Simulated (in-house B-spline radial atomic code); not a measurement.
Radial electron density of Lu70+, 1s1. Level of theory: scalar-relativistic (X2C) SCAN, spin-polarised, spherical fractional occupations, Fermi nucleus of rms radius 5.37 fm; calculated with an all-electron radial atomic-structure program (B-spline basis).

One-electron X2C: radii and densities carry no picture-change correction, so inner-shell <1/r> comes out high (for 1s by about 2 % at Z = 33, 5 % at 54, 10 % at 75, 30 % at 118) and <r> low.

Columns: r (bohr), 4πr²n(r) (electrons per bohr), bar.

```
0.000316    0.868 #
0.000355    1.028 #
0.000398    1.213 #
0.000447    1.434 #
0.000502    1.693 ##
0.000563    1.992 ##
0.000632    2.345 ##
0.000709    2.756 ###
0.000796    3.237 ###
0.000894    3.799 ####
   0.001    4.428 #####
 0.00113    5.222 #####
 0.00126    6.039 ######
 0.00142    7.067 #######
 0.00159    8.181 #########
 0.00179    9.511 ##########
 0.00201    10.99 ###########
 0.00225     12.6 #############
 0.00253    14.47 ###############
 0.00284     16.5 #################
 0.00318    18.69 ####################
 0.00357     21.1 ######################
 0.00401    23.69 #########################
  0.0045    26.37 ############################
 0.00505    29.13 ##############################
 0.00567     31.9 #################################
 0.00636    34.56 ####################################
 0.00714    37.03 #######################################
 0.00802    39.18 #########################################
   0.009    40.83 ###########################################
  0.0101    41.86 ############################################
  0.0113    42.13 ############################################
  0.0127    41.55 ###########################################
  0.0143    39.98 ##########################################
   0.016    37.57 #######################################
   0.018    34.16 ####################################
  0.0202    30.09 ###############################
  0.0227    25.48 ###########################
  0.0254    20.85 ######################
  0.0285     16.2 #################
   0.032    11.92 ############
   0.036    8.197 #########
  0.0404     5.31 ######
  0.0453    3.202 ###
  0.0508    1.775 ##
  0.0571   0.8825 #
   0.064   0.4013
```

On this grid the curve has 1 maximum, near 0.0113 bohr.

The 1s up radial function P(r) = rR(r), positive near the nucleus:

```
r (bohr)       P
0.000282  0.8571
0.000355   1.014
0.000447   1.197
0.000563   1.411
0.000709    1.66
0.000894   1.949
 0.00113   2.285
 0.00142   2.659
 0.00179   3.084
 0.00225   3.549
 0.00284   4.063
 0.00357   4.593
  0.0045   5.136
 0.00567   5.648
 0.00714   6.085
   0.009    6.39
  0.0113   6.491
  0.0143   6.323
   0.018   5.845
  0.0227   5.048
  0.0285   4.025
   0.036   2.863
  0.0453    1.79
  0.0571  0.9394
```
